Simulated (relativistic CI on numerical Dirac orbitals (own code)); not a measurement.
Computed by Dirac-Coulomb-Breit CI, orbitals from a KLI potential per configuration, model QED, unscaled Slater integrals (own radial code, finite nucleus).

Configuration list (outside the closed core 1s2): 2s, 2p, 3s, 3p, 3d, 4s, 4p, 4d, 4f, 5s, 5p, 5d, 5f, 5g, 6s, 6p, 6d. Levels of other configurations are missing.

At this charge energies of transitions that change n are usually good to better than 1 %, and those within a shell (Δn = 0) to a few per cent.

Outline of the computed level scheme of W LXXII. Lowest level of each configuration: 2s 2S_1/2 at 0.0 eV; 2p 2P°_1/2 at 194.2 eV; 3s 2S_1/2 at 11147.7 eV; 3p 2P°_1/2 at 11200.1 eV; 3d 2D_3/2 at 11660.7 eV; 4s 2S_1/2 at 14963.9 eV; 4p 2P°_1/2 at 14985.0 eV; 4d 2D_3/2 at 15178.1 eV; 4f 2F°_5/2 at 15231.9 eV.

Some strong electric-dipole decays among the lowest 15 levels: 3d 2D_5/2 → 2p 2P°_3/2 (1.7e+15 s⁻¹); 3d 2D_3/2 → 2p 2P°_1/2 (1.6e+15 s⁻¹); 3p 2P°_1/2 → 2s 2S_1/2 (7.4e+14 s⁻¹); 4d 2D_3/2 → 2p 2P°_1/2 (5.7e+14 s⁻¹); 4d 2D_5/2 → 2p 2P°_3/2 (5.6e+14 s⁻¹); 3p 2P°_3/2 → 2s 2S_1/2 (5.2e+14 s⁻¹); 4f 2F°_7/2 → 3d 2D_5/2 (3.7e+14 s⁻¹); 4f 2F°_5/2 → 3d 2D_3/2 (3.6e+14 s⁻¹).
